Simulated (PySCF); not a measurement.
CAuO (SMILES [O+]#[C-]->[Au]), doublet, at a GFN2-xTB geometry (such geometries of metal compounds can be far from the true shape) (the multiplicity is a formal guess) (core potentials on Au). Base run: R2SCAN/def2-SV(P) in PySCF.

Input for PySCF:
```python
from pyscf import gto, scf, dft

mol = gto.M(
    atom='''
Au   -0.22153076   -0.21877232   -0.20724330
O     1.67990417    1.20170291    1.42540504
C     0.67694946    1.27823174    0.82816337
''',
    basis='def2-sv(p)',
    ecp={'Au': 'def2-sv(p)'},
    spin=1,
    verbose=3,
)

mf = dft.UKS(mol)
mf.xc = 'r2scan'
mf.kernel()
```

Each row names what was changed in the base input (with any setting that the change needs).

```tsv
change	ΔE vs base (mEh)	grid points	electrons on the grid
base	0.000	52512	33.00000
grids.level = 0	36.532	5432	32.98973
grids.radi_method = gauss_chebyshev	0.184	49680	33.00000
grids.level = 1	0.524	19296	33.00001
grids.prune = off	0.000	88704	33.00000
grids.atom_grid = (75, 302)	0.269	42072	33.00000
grids.radi_method = mura_knowles	0.072	47072	33.00000
grids.atom_grid = (50, 194)	1.083	19344	33.00001
grids.level = 2	-0.005	38008	33.00000
small_rho_cutoff = 0	0.000	52512	33.00000
grids.level = 5	0.079	137312	33.00000
```

Open shells are given as the SCF converged; they aren't shown to be the lowest states, and a large step between rows can be another state.
